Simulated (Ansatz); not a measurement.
CH4Mg (SMILES [CH3][MgH]) moved off its minimum; all values from Ansatz (a first-principles code), cores frozen in correlated methods.
(charge 0, multiplicity 1)
```xyz
6

Mg    -0.7295    -0.3751    -0.1204
H     -2.2133    -1.1919    -0.3635
C      1.0795     0.6177     0.1585
H      1.6011     0.3156     1.1156
H      0.9707     1.6559     0.1823
H      1.8416     0.3230    -0.6109
```

Forces at MP2/def2-TZVPPD (eV/Å):

```tsv
atom	Fx	Fy	Fz
Mg1	-0.132	-0.121	-0.011
H2	0.028	0.020	0.006
C3	1.575	-2.484	0.481
H4	-0.719	0.343	-0.776
H5	-0.013	1.766	-0.089
H6	-0.739	0.476	0.390
```

Task: Give the forces (eV/Å), the total energy and the dipole at CCSD(T)/def2-TZVPPD.

Result: 
```
atom      Fx      Fy      Fz
----  ------  ------  ------
Mg1   -0.109  -0.108  -0.007
H2    -0.018  -0.005  -0.001
C3     1.437  -2.495   0.453
H4    -0.650   0.306  -0.654
H5    -0.018   1.861  -0.086
H6    -0.643   0.442   0.296
```
Energy -240.0525 hartree, dipole 0.39 D.
